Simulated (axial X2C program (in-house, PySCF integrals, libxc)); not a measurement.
## Spin–orbit effects down a group: molecules with Mg, CCSD(T)

Calculated with an in-house relativistic program for diatomic molecules, spin-free (one-electron X2C) or two-component (2c: spin–orbit coupling with atomic mean-field Coulomb and Gaunt terms, which also bring small scalar terms), in Dyall basis sets with cores contracted in-house; open shells are unrestricted.

Basis sets: Br dyall-cv3z, Cl dyall-av3z, I dyall-cv3z, Mg dyall-cv3z. Frozen shells (counts by l): MgCl Cl 2s1p, Mg 2s1p, 9 electrons correlated; MgBr Br 3s2p1d, Mg 2s1p, 9 electrons correlated; MgI I 4s3p2d, Mg 2s1p, 9 electrons correlated. Coupled cluster in natural virtuals with an MP2 remainder. Where the outer core of a metal is frozen, bonds come out longer and ionisation energies lower.

| molecule | spin-free state | Re (Å) | ωe (cm⁻¹) | De (eV) | 2c state | Re 2c (Å) | ωe 2c (cm⁻¹) | De 2c (eV) |
| --- | --- | --- | --- | --- | --- | --- | --- | --- |
| MgCl | M_S = 1/2, Λ = 0 | 2.217 | 457.2 | 3.24 | Ω = 1/2 | 2.218 | 456.9 | 3.21 |
| MgBr | M_S = 1/2, Λ = 0 | 2.366 | 372.9 | 2.72 | Ω = 1/2 | 2.367 | 372.5 | 2.58 |
| MgI | M_S = 1/2, Λ = 0 | 2.593 | 316.6 | 2.14 | Ω = 1/2 | 2.596 | 314.5 | 1.86 |

(1) Work out the shifts from the spin-free to the two-component result.

Each entry is the lowest single determinant of a limited PBE0 search at one distance. De goes to single-determinant-based atoms at the same level (for ions the charge split of lowest energy) and is withheld (n/a) where an atom does not fit its ground term or J level. Main or longest-lived isotopes.

## Answers

(1) 

```csv
molecule,2c state,ΔRe (Å),Δωe (cm⁻¹),ΔDe (eV)
MgCl,Ω = 1/2,0.001,noise,-0.03
MgBr,Ω = 1/2,0.001,-0.4,-0.14
MgI,Ω = 1/2,0.003,-2.1,-0.28
```

Shifts of one unit in the last digit are rounding. Where the truncated virtual spaces of the two runs make Δωe unreliable it is marked noise.
